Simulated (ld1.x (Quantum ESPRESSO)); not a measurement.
**Varying the PAW potential for carbon (C)**

Base potential:

carbon (C), PAW, made with ld1.x (Quantum ESPRESSO) 7.5 (LDA (PZ), scalar-relativistic). Core [He], reference 2s2 2p2. Waves: 2s (bound): rcut 1.35, rcutus 1.50 bohr; 2s channel at 1.35 Ry: rcut 1.35, rcutus 1.50 bohr; 2p (bound): rcut 1.80, rcutus 2.35 bohr; 2p channel at 1.5 Ry: rcut 1.80, rcutus 2.35 bohr. Local part: all-electron potential smoothed inside 1.80 bohr (lloc = -1). Core correction: Bessel-smoothed model core inside 0.70 bohr. Augmentation charge: BESSEL, radius 1.10 bohr.

All-electron outer shells of the reference configuration (LDA (PZ), scalar-relativistic, ld1.x):

```tsv
shell	level (eV)	outermost node (bohr)	outermost maximum (bohr)
1s	-270.81	–	0.18
2s	-13.64	0.38	1.22
2p	-5.42	–	1.19
```

Cutoffs, loose and tight: the cutoffs (Ry, on a coarse ladder) from which the occupation-weighted sum of valence levels, in a spherical-Bessel basis at the reference potential, stays within 10 and 1 mRy of its value at 400 Ry. They do not see the model core or the augmentation charge, which bear on the density cutoff. Test errors are all-electron minus pseudo excitation energies from the reference, over the configurations 2s2 2p1; 2s2 2p0; 2s1 2p0; 2s2 2p1.5; 2s2 2p2.3; 2s0 2p4; 2s1 2p3 (two spin-polarised tests are not counted in the largest error). A dash means not determined; rows that change the core or the reference have their own tests. The largest error is taken over the tests solved by every variant that gives reliable tests at all: 2s0 2p4; 2s1 2p0; 2s1 2p3; 2s2 2p0; 2s2 2p1; 2s2 2p1.5; 2s2 2p2.3.

```csv
change,outcome,"cutoff, loose","cutoff, tight",bound ghosts,largest test error (meV)
base,generated,12 Ry,18 Ry,none,+9.6
"core correction a·sin(br)/r model core, default radius (ld1.x builds one for every PAW set, though the input has nlcc=.false.)",generated,12 Ry,18 Ry,none,-18
core correction Bessel-smoothed model core inside 0.76 bohr,generated,12 Ry,18 Ry,none,+8.0
core correction Bessel-smoothed model core inside 1.24 bohr,generated,12 Ry,18 Ry,none,-16
core correction Bessel-smoothed model core inside 1.34 bohr,generated,12 Ry,18 Ry,none,-17
core correction Bessel-smoothed model core inside 1.52 bohr,generated,12 Ry,18 Ry,none,-18
core correction Bessel-smoothed model core inside 1.64 bohr,generated,12 Ry,18 Ry,none,-18
core correction Bessel-smoothed model core inside 1.80 bohr,generated,12 Ry,18 Ry,none,-18
```

Q: What comes out with this change to the base: core correction Bessel-smoothed model core inside 0.60 bohr?

A: outcome: generated; cutoff, loose: 12 Ry; cutoff, tight: 18 Ry; bound ghosts: none; largest test error (meV): +12.

Q: What comes out with this change to the base: core correction Bessel-smoothed model core inside 1.06 bohr?

A: outcome: generated; cutoff, loose: 12 Ry; cutoff, tight: 18 Ry; bound ghosts: none; largest test error (meV): -13.

Q: What comes out with this change to the base: core correction Bessel-smoothed model core inside 0.94 bohr?

A: outcome: generated; cutoff, loose: 12 Ry; cutoff, tight: 18 Ry; bound ghosts: none; largest test error (meV): -9.4.
